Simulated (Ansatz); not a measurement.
`C=N[CH]([AlH2])[SiH3]` + H₂ → `C=NC[SiH3]` + `[AlH3]` at 700 K and 1 bar (hydrogenolysis of a C–Al bond).

Gas-phase electronic energies from Ansatz, PBE0-D4/def2-TZVP geometries. CBS: MP2 limit from def2 TZ/QZ plus the TZ coupled-cluster correction, frozen cores. This one scheme is used for every species. Each species was taken in one conformer, which may not be the lowest.

| species | CCSD(T)/CBS energy (Eh) | H − E (kJ/mol) | S (J/(mol·K)) |
| --- | --- | --- | --- |
| `C=N[CH]([AlH2])[SiH3]` | -666.65591 | 321.1 | 528.3 |
| H₂ | -1.17544 | 46.8 | 155.3 |
| `C=NC[SiH3]` | -424.05510 | 289.8 | 424.0 |
| `[AlH3]` | -243.78045 | 80.2 | 251.4 |

H − E and S are ideal-gas, rigid-rotor, harmonic terms from PBE0-D4/def2-TZVP, for one conformer and one mirror image of each species. For small species the MP2-based limit differs from directly extrapolated CCSD(T) by up to some mEh (0.8 for H₂); such offsets cancel only in part. 1 Eh = 2625.50 kJ/mol, R = 8.31446 J/(mol·K).

Task: By hand: ΔE, ΔH, ΔS and ΔG.

Result: ΔE = (-424.05510) + (-243.78045) − (-666.65591) − (-1.17544) = -0.00420 Eh = -11.0 kJ/mol. Δ(H − E) = 289.8 + 80.2 − 321.1 − 46.8 = 2.1, so ΔH = -8.9 kJ/mol. ΔS = 424.0 + 251.4 − 528.3 − 155.3 = -8.2 J/(mol·K). ΔG = -8.9 − 700 × (-8.2)/1000 = -3.2 kJ/mol.

Task: By hand: the equilibrium constant, and the temperature at which ΔG would vanish if ΔH and ΔS stayed fixed.

Result: log₁₀ K = −ΔG/(RT ln 10) = 0.2. ΔG = 0 at ΔH/ΔS = 1085 K, though so small a ΔH makes that figure unsure.

TΔS isn't small against ΔH here. The sign of ΔG lies within the doubt. A doubt of 5 kJ/mol in ΔE shifts log₁₀ K by 0.4 here. Other conformers and mirror images would add mixing entropy, several J/(mol·K) or more a flexible species. Modes under 60 cm⁻¹, often nearly free rotors, make the harmonic entropy too high. These are equilibria of isolated gas molecules and say nothing of rates. Largest T1 diagnostic: 0.012 (customary marks: 0.02 for closed shells, 0.045 for open ones).
